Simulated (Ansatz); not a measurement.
CHI$_{3}$, SMILES `IC(I)I` at its PBE0-D4/def2-TZVP geometry, where that method's forces vanish. Total charge 0; spin multiplicity 1. I: def2 effective core potential.

```xyz
5

I     1.3073   -1.5307   -0.5823
C     0.0480    0.0346    0.1227
I     0.1732    1.7908   -1.0743
I    -1.9587   -0.6043    0.4355
H     0.4302    0.3095    1.0984
```

(1) What forces (eV/Å) does r2SCAN-D4/def2-TZVPP give on these atoms in Ansatz 0.2.0? (Best estimate.)

Results:

(1) Ansatz gave: 
```
I1   0.179 -0.205 -0.072
C2   0.071  0.051  0.180
I3   0.026  0.244 -0.139
I4  -0.262 -0.080  0.065
H5  -0.014 -0.010 -0.034
```
